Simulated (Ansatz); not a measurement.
Isolated molecules relaxed with PBE0-D4/def2-TZVP in Ansatz; ΔE leaves out vibrations. CCSD(T)/CBS is the MP2 limit (def2-TZVPP, def2-QZVPP) plus CCSD(T) − MP2 in def2-TZVPP, frozen cores. This one scheme is used for every species. DFT in def2-TZVPP. HSE06 is defined as in plane-wave codes. def2 core potentials past Kr. For Te outer-core shells are correlated without core-valence functions, which leaves a few kJ/mol of doubt a bond. Each species was taken in one conformer, which may not be the lowest.

`OC[TeH]` + `BSC` → `CSB[TeH]` + CH₃OH  (formal exchange of groups at a Te–C bond)

| level | ΔE (kcal/mol) | difference from CCSD(T)/CBS |
| --- | --- | --- |
| r2SCAN-D4 | -21.2 | 0.3 |
| r2SCANh-D4 | -21.6 | -0.1 |
| HSE06-D4 | -21.8 | -0.3 |
| CAM-B3LYP-D4 | -20.2 | 1.3 |
| B2PLYP | -20.7 | 0.8 |
| PBE-QIDH | -22.8 | -1.3 |
| PBE | -20.1 | 1.4 |
| BLYP | -18.2 | 3.3 |
| r2SCANh | -21.5 | 0.0 |
| HSE06 | -21.4 | 0.1 |
| CAM-B3LYP | -19.8 | 1.7 |
| RPA@PBE/def2-TZVPP | -21.1 | 0.4 |
| CCSD(T)/def2-SVP | -23.3 | -1.8 |
| CCSD/def2-TZVPP | -21.6 | -0.1 |
| MP2/def2-QZVPP | -22.9 | -1.4 |
| SCS-MP2/def2-QZVPP | -21.8 | -0.3 |
| CCSD(T)/CBS | -21.5 | 0 |

Task: What do rigid-rotor, harmonic-oscillator terms from PBE0-D4/def2-TZVP frequencies (298.15 K, 1 bar) make of the CCSD(T)/CBS value? (Estimate.)

Result: The calculation gave: ΔZPE = +1.1 kcal/mol, ΔH = -20.1 kcal/mol, ΔS = 1 J/(mol·K), ΔG = -20.1 kcal/mol.

Largest T1 diagnostic among the species: 0.014.

From r2SCAN to r2SCAN0 (25 % exact exchange), in def2-TZVPP and without D4, ΔE moves by −0.9 kcal/mol. Leaving LDA and LC-ωPBE aside and taking each functional with its dispersion term where it has one, the values, not all of them listed here, spread over 4.0 kcal/mol, from PBE-QIDH to BLYP-D4. At CCSD(T), def2-SVP lies −1.8 kcal/mol from the extrapolated value and def2-TZVPP −0.1 kcal/mol.
